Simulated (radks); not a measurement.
Task: These are the eigenvalues of the occupied orbitals of an atom or ion with whole-number occupations (eV). Calculated with a radial shooting solver on a logarithmic mesh with Libxc functionals: Dirac Kohn-Sham, PW91, spin-unpolarised, spherical densities, finite nucleus; Fermi nuclear charge, rms radius of each element as measured or else 0.836 A^(1/3) + 0.57 fm.

| orbital | eigenvalue |
|---|---|
| 1s1/2 | -14231.67 |
| 2s1/2 | -1940.916 |
| 2p1/2 | -1761.677 |
| 2p3/2 | -1707.817 |
| 3s1/2 | -335.2879 |
| 3p1/2 | -271.9032 |
| 3p3/2 | -263.7568 |
| 3d3/2 | -153.4130 |
| 3d5/2 | -152.0336 |
| 4s1/2 | -76.8367 |
| 4p1/2 | -60.3775 |
| 4p3/2 | -59.2895 |

Which element is it, and in what charge state? The configuration may be excited. Open shells, if any, fill j = l - 1/2 first.

Result: Z = 36, krypton, charge +4: Kr4+ in [Ar] 3d9 4s2 4p3. The list shows which subshells hold electrons but not how many an open one holds; the 1s level, -523 hartree, gives Z - s = 32.3 by -(Z - s)^2/2, which with screening and relativity narrows Z to a few neighbours, and the depths of the outer levels then fix element, charge and occupations together.
